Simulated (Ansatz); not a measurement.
Reaction (substitution at a C–C bond): `CCCC(C)C(C)C` + `[NH2][Mg][SH]` → `C[S][Mg][NH2]` + `CCCCC(C)C`

Program: Ansatz. Geometries: PBE0-D4/def2-TZVP. ΔE: electronic, gas phase. CCSD(T)/CBS is the MP2 limit (def2-TZVPP, def2-QZVPP) plus CCSD(T) − MP2 in def2-TZVPP, frozen cores. For Mg outer-core shells are correlated without core-valence functions, which leaves a few kJ/mol of doubt a bond. Each species was taken in one conformer, which may not be the lowest.

`CCCC(C)C(C)C`:

Z-matrix (Å, degrees):
```
C
C 1 1.519
H 1 1.094 2 111.0
H 1 1.092 2 111.7 3 -120.2
H 1 1.094 2 111.1 3 119.5
C 2 1.521 1 112.6 3 -60.0
H 2 1.094 1 109.2 3 62.5
H 2 1.097 1 109.6 3 178.4
C 6 1.527 2 114.8 1 -176.4
H 6 1.097 2 108.8 1 60.2
H 6 1.098 2 108.5 1 -54.7
C 9 1.524 6 111.5 2 -66.1
C 9 1.539 6 111.4 2 166.4
H 9 1.099 6 106.9 2 51.2
H 12 1.094 9 111.2 6 -57.7
H 12 1.092 9 111.9 6 -178.4
H 12 1.092 9 111.2 6 61.9
C 13 1.523 9 112.1 6 -166.7
C 13 1.523 9 113.6 6 67.3
H 13 1.098 9 105.8 6 -50.3
H 18 1.094 13 111.6 9 -68.1
H 18 1.093 13 110.8 9 172.5
H 18 1.093 13 111.4 9 52.5
H 19 1.093 13 110.4 9 -175.1
H 19 1.092 13 112.2 9 -55.2
H 19 1.093 13 111.3 9 65.8
```

`[NH2][Mg][SH]`:

Cartesian coordinates in Å:
```
N 0.999 -0.777 -0.864
Mg -0.353 0.227 -0.030
S -2.013 1.455 0.960
H 1.872 -0.422 -1.224
H 0.989 -1.772 -1.032
H -1.493 1.289 2.189
```

`C[S][Mg][NH2]`:

```xyz
9

C     1.398   -1.606    0.352
S    -0.280   -1.427    1.052
Mg   -1.030    0.539    0.154
N    -1.643    2.156   -0.587
H     1.380   -1.687   -0.735
H     2.052   -0.785    0.645
H     1.815   -2.530    0.753
H    -2.152    2.264   -1.451
H    -1.540    3.076   -0.184
```

`CCCCC(C)C`:

Cartesian coordinates in Å:
```
C -2.456 2.124 1.212
C -1.224 1.879 0.359
C -0.800 0.419 0.330
C 0.435 0.174 -0.520
C 0.845 -1.289 -0.665
C 1.226 -1.916 0.669
C 1.987 -1.423 -1.662
H -3.311 1.551 0.841
H -2.284 1.821 2.249
H -2.740 3.179 1.217
H -0.391 2.487 0.732
H -1.410 2.220 -0.666
H -1.630 -0.190 -0.051
H -0.625 0.081 1.358
H 0.260 0.588 -1.521
H 1.281 0.739 -0.105
H -0.020 -1.837 -1.063
H 1.534 -2.957 0.537
H 2.065 -1.377 1.121
H 0.399 -1.905 1.381
H 2.874 -0.888 -1.307
H 2.268 -2.470 -1.807
H 1.717 -1.009 -2.637
```

```
        species  HF/CBS(def2) energy (Eh)
 `CCCC(C)C(C)C`                -313.56299
`[NH2][Mg][SH]`                -653.46622
`C[S][Mg][NH2]`                -692.50374
    `CCCCC(C)C`                -274.51847
```

Q: Work out ΔE.

A: ΔE = (-692.50374) + (-274.51847) − (-313.56299) − (-653.46622) = 0.00700 Eh = +4.4 kcal/mol. CCSD(T)/CBS gives +7.6 kcal/mol.

Largest T1 diagnostic among the species: 0.009.

From PBE to PBE0 (25 % exact exchange), in def2-TZVPP and without D4, ΔE moves by +0.8 kcal/mol. Leaving LDA and LC-ωPBE aside and taking each functional with its dispersion term where it has one, the values, not all of them listed here, spread over 2.0 kcal/mol, from B2PLYP to B97M-V. LDA lies +4.4 kcal/mol from PBE without D4.
